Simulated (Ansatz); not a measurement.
`B[SiH2][GeH3]` + `F[CH2][InH2]` → `B[SiH2][CH2][InH2]` + `[F][GeH3]`  (redistribution)

Gas-phase electronic energies from Ansatz, PBE0-D4/def2-TZVP geometries. CBS: MP2 limit from def2 TZ/QZ plus the TZ coupled-cluster correction, frozen cores. DFT in def2-TZVPP. B3LYP here is the variant with VWN-RPA as its local correlation; programs differ in this. def2 core potentials past Kr. For Ge, In outer-core shells are correlated without core-valence functions, which leaves a few kJ/mol of doubt a bond. Scalar relativity is left out up to krypton. Each species was taken in one conformer, which may not be the lowest.

Q: Is it downhill or uphill in electronic energy at CCSD(T)/CBS, and by how much? (Best estimate.)

A: Computed: Downhill: ΔE = -156.0 kJ/mol.

Q: What do these levels give: ωB97X-V, ωB97M-V, B2PLYP, r2SCAN, PBE0, B3LYP, MP2/def2-TZVPP, CCSD/def2-TZVPP, HF/def2-QZVPP, MP2/def2-QZVPP, SCS-MP2/def2-QZVPP, MP2/CBS(def2)? (Estimate.)

A: Computed: ωB97X-V -145.2, ωB97M-V -148.4, B2PLYP -145.6, r2SCAN -140.1, PBE0 -130.8, B3LYP -130.2, MP2/def2-TZVPP -168.1, CCSD/def2-TZVPP -151.7, HF/def2-QZVPP -155.5, MP2/def2-QZVPP -171.4, SCS-MP2/def2-QZVPP -167.7, MP2/CBS(def2) -171.9 kJ/mol.

Largest T1 diagnostic among the species: 0.013.

From PBE to PBE0 (25 % exact exchange), in def2-TZVPP and without D4, ΔE moves by −9.8 kJ/mol. The D4 term adds −6.0 kJ/mol with B3LYP and −3.2 kJ/mol with PBE0; it sums over pairs of atoms, weighted by their polarisabilities, and B3LYP, whose exchange is more repulsive, gets the larger term.
